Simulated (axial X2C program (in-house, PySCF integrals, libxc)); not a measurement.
Which molecule has these constants?

Calculated with an in-house all-electron X2C program for linear molecules (integrals from PySCF), spin-free (one-electron X2C) or two-component (2c: spin–orbit coupling with atomic mean-field Coulomb and Gaunt terms, which also bring small scalar terms), in Dyall basis sets with cores contracted in-house; open shells are unrestricted.

A two-component PBE0 calculation in a Dyall 3-zeta basis gave Re = 2.525 Å, ωe = 264.1 cm⁻¹, dipole magnitude 2.42 D, Ω = 0.

Problem. Which molecule is it?
A. SnTe
B. SnO
C. SnSe
D. SnS

Solution. A. The others have SnSe 2.325 Å and 336.9 cm⁻¹ (Ω = 0); SnS 2.208 Å and 499.2 cm⁻¹ (Ω = 0); SnO 1.819 Å and 868.1 cm⁻¹ (Ω = 0).

Each entry is the lowest single determinant of a limited PBE0 search at one distance. De goes to single-determinant-based atoms at the same level (for ions the charge split of lowest energy) and is withheld (n/a) where an atom does not fit its ground term or J level. Main or longest-lived isotopes. The functionals have no current term, which raises determinants with orbital currents.
